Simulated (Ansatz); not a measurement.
A nudged elastic band was laid between two geometries of BF3 + H (5 atoms, charge 0, multiplicity 2).

Level of theory: UKS PBE/def2-SVP in Ansatz.

```
movable images  : 7
climbing image  : yes
spring          : 5.0 eV/Å²
optimiser       : quadratic models (default)
start path      : through a guess of the saddle point
force threshold : 0.03 eV/Å
iteration limit : 60
end points      : relaxed
```

Image 0:

```xyz
5
Properties=species:S:1:pos:R:3
B 0.000 0.000 -0.273
F 0.000 0.000 1.051
F 1.146 0.000 -0.935
F -1.146 0.000 -0.935
H 0.000 0.000 4.132
```

Image 8:

```xyz
5
Properties=species:S:1:pos:R:3
B 0.002 0.410 -0.250
F -0.487 0.230 1.963
F 1.138 -0.248 0.021
F -1.021 -0.248 -0.765
H 0.369 -0.144 2.071
```

Q: Which bonds break or form, and what moves?

A: Bonds broken: B1–F2. Bonds formed: F2–H5. BF3 + H becomes BF2 + FH.

Q: Give the energies along the band, and the barrier.

A: The run converged. The highest image is number 4 of 0 to 8, 1.92 eV above the first end and 0.45 eV above the last; the last end lies 1.47 eV above the first. Neighbouring images differ by up to 1.9 eV, so the band resolves the path poorly. A vibrational analysis at the climbing image gives one clearly imaginary mode, 993i cm⁻¹: a first-order saddle point.

| image | path coordinate (Å) | energy (eV) | B1–F2 (Å) | F2–H5 (Å) |
| --- | --- | --- | --- | --- |
| 0 | 0.00 | 0.00 | 1.32 | 3.08 |
| 1 | 0.92 | 0.00 | 1.32 | 3.17 |
| 2 | 1.85 | 0.00 | 1.32 | 3.03 |
| 3 | 2.77 | 0.04 | 1.32 | 2.38 |
| 4 | 3.69 | 1.92 | 1.57 | 1.10 |
| 5 | 4.00 | 1.57 | 1.97 | 0.95 |
| 6 | 4.31 | 1.50 | 2.25 | 0.94 |
| 7 | 4.61 | 1.49 | 2.27 | 0.94 |
| 8 | 4.92 | 1.47 | 2.27 | 0.94 |

Q: What is the geometry of the highest image?

A: 
```xyz
5
Properties=species:S:1:pos:R:3
B 0.005 0.315 -0.001
F 0.094 0.478 1.558
F 1.080 -0.340 -0.447
F -1.219 -0.098 -0.339
H 0.040 -0.355 2.270
```

The band took 23 iterations and about 9 core-minutes.

The run took 8.9 min on 1 thread of Intel(R) Xeon(R) Processor @ 2.50GHz (Skylake/Cascade Lake), on a shared host, peak memory 0.13 GiB.
